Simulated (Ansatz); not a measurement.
Ansatz (a quantum-chemistry and plane-wave program) input for ZrF3, SMILES [F][Zr]([F])[F] (connectivity only; charge and spin as stated), neutral, multiplicity 2, PBE/def2-SVPD. Geometry: B3LYP-D3(BJ)/def2-TZVP. The multiplicity is an assumed one; other spin states were not compared. The isomer is the one that the SMILES or the coordinates give; other isomers of the formula were not compared. The def2 effective core potentials stand for the cores of Zr; spin–orbit coupling is left out.

Ansatz 0.2 input:
```yaml
crystal:
  periodic: [false, false, false]
  atoms:
    - {symbol: Zr, position_ang: [0.00000000, 0.00000000, 0.00000000]}
    - {symbol: F, position_ang: [1.91484348, 0.00000000, 0.00000000]}
    - {symbol: F, position_ang: [-0.95742174, -1.65830310, 0.00000000]}
    - {symbol: F, position_ang: [-0.95742174, 1.65830309, 0.00000000]}
basis:
  gaussian:
    orbitals: def2-SVPD
hamiltonian:
  xc: {name: PBE}
magnetization: {spin_polarized: true, initial_magnetization: 1}
```

Output:

```
WARN ansatz: RAYON_NUM_THREADS=1 ignored (pool sized by the plan → 1); use --threads N
Functional definition: PBE
integrals: 0.03 GiB planned
833 factors; their error is unknown
mean field: 0.33 GiB planned
mean field evaluation 1: about -9417.0632 eV, gradient 4.7e1 eV
mean field evaluation 2: about -9316.6230 eV, gradient 1.8e2 eV
mean field evaluation 4: about -9423.8257 eV, gradient 6.2e0 eV
mean field evaluation 8: about -9423.9853 eV, gradient 9.1e-2 eV
mean field evaluation 16: about -9423.9854 eV, gradient 1.3e-5 eV
mean field -9423.98537597 eV, -346.3250747603 hartree, gradient 2.3e-6 eV, S^2 0.751384; 0 other end points of the search recorded, 0 dependent functions left out
reference -9423.98543344 eV, -346.3250768723 hartree; 20, 19 occupied and 83, 84 virtual orbitals, 833 factors
Total energy: -9423.98543344 eV, -346.3250768723 hartree
```

Self-consistency was reached.

Cost: around 1.4 core-seconds (rough).
